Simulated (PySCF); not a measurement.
Te(F)(SH) (FHSTe), SMILES F[Te]S.

Geometry optimised at B3LYP-D3(BJ)/def2-TZVP. The def2 effective core potentials stand for the cores of Te; spin–orbit coupling is left out. One conformer was computed; it need not be the lowest.

These are PySCF with TDDFT-M06-2X/def2-SVPD values and carry that method's errors.

Vertical excitations. 

Computed excitation energies, oscillator strengths and character:
```tsv
state	energy (eV)	λ (nm)	f	main pairs
S1	2.94	421	0.001	HOMO→LUMO 97 %
S2	3.58	346	0.001	HOMO→LUMO+1 95 %
S3	4.97	250	0.006	HOMO−1→LUMO+1 82 %
S4	5.57	223	0.010	HOMO−1→LUMO 77 %
S5	5.77	215	0.052	HOMO→LUMO+2 92 %
S6	6.08	204	0.012	HOMO−2→LUMO 88 %
S7	6.53	190	0.043	HOMO→LUMO+3 85 %
S8	6.66	186	0.019	HOMO−1→LUMO+2 73 %
S9	6.88	180	0.106	HOMO→LUMO+4 91 %
S10	7.05	176	0.014	HOMO→LUMO+5 86 %
T1	2.22	558	0	HOMO→LUMO 90 %
T2	2.91	426	0	HOMO→LUMO+1 89 %
T3	4.50	275	0	HOMO−1→LUMO+1 79 %, HOMO−1→LUMO 12 %
T4	4.86	255	0	HOMO−1→LUMO 62 %, HOMO−2→LUMO 14 %, HOMO−1→LUMO+1 12 %
```
Triplets are in the Tamm–Dancoff approximation, which puts them higher than full response would, so one can lie above its singlet here.
